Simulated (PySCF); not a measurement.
Sb(H)2(TeH) (H3SbTe), SMILES [SbH2][TeH].

Geometry: PBE0-D3(BJ)/def2-TZVP. The def2 effective core potentials stand for the cores of Sb, Te; spin–orbit coupling is left out.

Method: HF/def2-TZVPD (PySCF).

Symmetry labels are those of the subgroup Cs that the program uses (full group Cs).

Computed valence orbital energies around the gap with their symmetry:
```tsv
orbital	symmetry	energy (eV)
HOMO−7	A'	-44.37
HOMO−6	A'	-22.55
HOMO−5	A'	-19.54
HOMO−4	A"	-12.94
HOMO−3	A'	-12.83
HOMO−2	A'	-11.39
HOMO−1	A'	-9.39
HOMO	A"	-8.68
LUMO	A'	0.82
LUMO+1	A'	1.42
LUMO+2	A'	1.54
LUMO+3	A"	1.56
```
